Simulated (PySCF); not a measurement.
tetrafluoroborate (BF4), SMILES F[B-](F)(F)F, charge -1. Atoms are numbered in the order given.

```xyz
5

F      0.8165    -0.8165     0.8165
B      0.0000     0.0000     0.0000
F     -0.8165    -0.8165    -0.8165
F     -0.8165     0.8165     0.8165
F      0.8165     0.8165    -0.8165
```
Charge -1, spin multiplicity 1.

The structure is a stationary point at B3LYP-D3(BJ)/def2-SVPD.

These are PBE/def2-TZVPD (PySCF) values and carry that method's errors.

Symmetry labels are those of the subgroup D2 that the program uses (full group Td).

Computed valence orbital energies around the gap with their symmetry:
| orbital | symmetry | energy (eV) |
|---|---|---|
| HOMO−7 | A | -4.09 |
| HOMO−6 | A | -4.09 |
| HOMO−5 | B1 | -3.63 |
| HOMO−4 | B2 | -3.63 |
| HOMO−3 | B3 | -3.63 |
| HOMO−2 | B1 | -2.70 |
| HOMO−1 | B2 | -2.70 |
| HOMO | B3 | -2.70 |
| LUMO | A | 3.79 |
| LUMO+1 | B1 | 5.15 |
| LUMO+2 | B2 | 5.15 |
| LUMO+3 | B3 | 5.15 |
